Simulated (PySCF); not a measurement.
H₃Sn, SMILES [SnH3-], charge -1. Geometry optimised at PBE-D3(BJ)/def2-TZVPD. The def2 effective core potentials stand for the cores of Sn; spin–orbit coupling is left out.

### Question
Give the equilibrium geometry at PBE-D3(BJ)/def2-TZVPD (PySCF confirms it by a frequency run) as Cartesian coordinates in Å, and its point group. (An estimate is asked for; the answer gives what the named calculation found.)

### Answer
point group C3v.
```xyz
4

Sn     0.0000     0.0000    -0.0574
H      1.3059     0.7540     0.9572
H     -1.3059     0.7540     0.9572
H      0.0000    -1.5080     0.9572
```
Charge -1, spin multiplicity 1.
